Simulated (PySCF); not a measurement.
CH3AlBrFO, SMILES [O](C)[Al]([F])[Br].

The structure is a stationary point at B3LYP-D3(BJ)/def2-SVP. One conformer was computed; it need not be the lowest.

All values below come from M06-2X/def2-TZVP run with PySCF.

Symmetry labels are those of the subgroup Cs that the program uses (full group Cs).

Computed valence orbital energies around the gap with their symmetry:
```
orbital  symmetry  energy (eV)
-------  --------  -----------
HOMO−7         A'       -14.46
HOMO−6         A"       -13.97
HOMO−5         A'       -13.86
HOMO−4         A'       -12.01
HOMO−3         A"       -10.50
HOMO−2         A'       -10.49
HOMO−1         A"       -10.13
HOMO           A'       -10.12
LUMO           A'        -0.52
LUMO+1         A"         0.12
LUMO+2         A'         1.76
LUMO+3         A'         2.50
```
